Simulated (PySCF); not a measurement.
Bonds: C1-C2, C2-C3, C2-Si4, Si4-C5, C5-C6, C5-C7, C5-C8, C8-N9. C1 carries H10, H11, H12; C2 carries H13; C3 carries H14, H15, H16; Si4 carries H17, H18; C6 carries H19, H20, H21; C7 carries H22, H23, H24; C8 carries H25; N9 carries H26.

PySCF 2.14 calculation with NMR shieldings at PBE0/pcSseg-1/GIAO and geometry: GFN2-xTB; non-relativistic, single conformer, in vacuum, equivalent nuclei averaged.

Scale: 13C (σref 186.93), 1H (σref 31.72), 29Si (σref 349.16) against TMS; NH3 for 15N (σref 267.73) (reference shieldings calculated alike).

| atoms | nucleus | count | δ (ppm) |
| --- | --- | --- | --- |
| C1/C3 | 13C | 2 | 22.0 |
| H26 | 1H | 1 | 10.62 |
| C8 | 13C | 1 | ? |
| H25 | 1H | 1 | 8.03 |
| C2 | 13C | 1 | ? |
| C6/C7 | 13C | 2 | 22.1 |
| C5 | 13C | 1 | 35.6 |
| H13 | 1H | 1 | ? |
| N9 | 15N | 1 | ? |
| H17/H18 | 1H | 2 | 3.78 |
| H10/H11/H12/H14/H15/H16 | 1H | 6 | 1.06 |
| H19/H20/H21/H22/H23/H24 | 1H | 6 | 1.15 |
| Si4 | 29Si | 1 | -18.4 |

Fill in the missing shifts.

Results:


- C8: 184.6 ppm, carbon bonded to C, N, H
- C2: 14.6 ppm, carbon bonded to 2 C, Si, H
- H13: 0.93 ppm, hydrogen on a carbon bonded to 2 C, Si
- N9: 340.4 ppm, nitrogen bonded to C, H

The OH or NH signal is concentration- and solvent-dependent in practice; the value given is the gas-phase one. Shifts are as computed. Against solution values, carbons near 30 ppm lie about +3 ppm off and those near 130 ppm about +5 ppm. Of 1211 compounds with measured shifts, 218 miss one by over three times the rms of a fit or turn the order of signals round; such compounds aren't used in these exercises. Experimental scales use liquid or dissolved standards, which lie at an offset from isolated NH3 (liquid NH3: subtract about 20 ppm). Unscaled 15N shifts of sp2 nitrogen come out 20 to 40 ppm too high even then.
